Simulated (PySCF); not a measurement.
Computed shifts of a molecule C₃H₆FNSi, PySCF with KT2/pcSseg-1, GIAO, gas phase, atoms alike by connectivity averaged where their shifts nearly agree, in ppm (number of nuclei): ¹⁹F: -172.6 (1). ¹³C: 170.5 (1), 121.6 (1), 22.3 (1). ²⁹Si: -33.2 (1). ¹⁵N: 463.3 (1). ¹H: 8.93 (1), 6.79 (1), 5.19 (1), 5.03 (1), 2.19 (1), 1.65 (1). References: ¹⁹F against CFCl3 (σ = 127.1 ppm); ¹³C against TMS (σ = 185.1 ppm); ²⁹Si against TMS (σ = 361.9 ppm); ¹⁵N against NH3 (σ = 266.2 ppm); ¹H against TMS (σ = 31.47 ppm), references at their B3LYP-D3(BJ)/def2-TZVP geometries, non-relativistic. The structure is a stationary point at PBE-D3(BJ)/def2-SVP. One conformer was computed; it need not be the lowest.

Problem. Identify the compound among the candidates.
(A) N#CCC[SiH2]F
(B) F[C@H]1C[SiH2]C=N1
(C) C[C@H]1N=C[Si@H]1F
(D) CC1=NC[Si@H]1F

Solution. B, F[C@H]1C[SiH2]C=N1
